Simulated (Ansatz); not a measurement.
`C[SiH2][O][ZnH]` + `S[CH2][ZnH]` → `CS[CH2][ZnH]` + `[SiH3][O][ZnH]` at 500 K and 1 bar (substitution at a C–Si bond).

Calculated with Ansatz (gas phase, PBE0-D4/def2-TZVP geometries, no zero-point term in ΔE). CBS: MP2 limit from def2 TZ/QZ plus the TZ coupled-cluster correction, frozen cores. For Zn outer-core shells are correlated without core-valence functions, which leaves a few kJ/mol of doubt a bond. Scalar relativity is left out up to krypton. One conformer a species, not always the lowest.

```
          species  CCSD(T)/CBS energy (Eh)  H − E (kJ/mol)  S (J/(mol·K))
`C[SiH2][O][ZnH]`              -2184.36423           215.3          425.1
    `S[CH2][ZnH]`              -2216.58625           144.6          356.9
   `CS[CH2][ZnH]`              -2255.84623           230.9          406.1
 `[SiH3][O][ZnH]`              -2145.08513           128.8          378.5
```

H − E and S are ideal-gas, rigid-rotor, harmonic terms from PBE0-D4/def2-TZVP, for one conformer and one mirror image of each species. 1 Eh = 2625.50 kJ/mol, R = 8.31446 J/(mol·K).

**Question.** By hand: ΔE, ΔH, ΔS and ΔG.

**Answer.** ΔE = (-2255.84623) + (-2145.08513) − (-2184.36423) − (-2216.58625) = 0.01912 Eh = 50.2 kJ/mol. Δ(H − E) = 230.9 + 128.8 − 215.3 − 144.6 = -0.2, so ΔH = 50.0 kJ/mol. ΔS = 406.1 + 378.5 − 425.1 − 356.9 = 2.6 J/(mol·K). ΔG = 50.0 − 500 × (2.6)/1000 = 48.7 kJ/mol.

**Question.** By hand: the equilibrium constant, and the temperature at which ΔG would vanish if ΔH and ΔS stayed fixed.

**Answer.** log₁₀ K = −ΔG/(RT ln 10) = -5.1. ΔG = 0 at ΔH/ΔS = 19231 K, far beyond where these terms or the molecules hold.

The number of gas molecules stays the same, so ΔS is small and ΔH decides. A doubt of 5 kJ/mol in ΔE shifts log₁₀ K by 0.5 here. Other conformers and mirror images would add mixing entropy, several J/(mol·K) or more a flexible species. Modes under 60 cm⁻¹, often nearly free rotors, make the harmonic entropy too high. These are equilibria of isolated gas molecules and say nothing of rates. Largest T1 diagnostic: 0.016 (customary marks: 0.02 for closed shells, 0.045 for open ones).
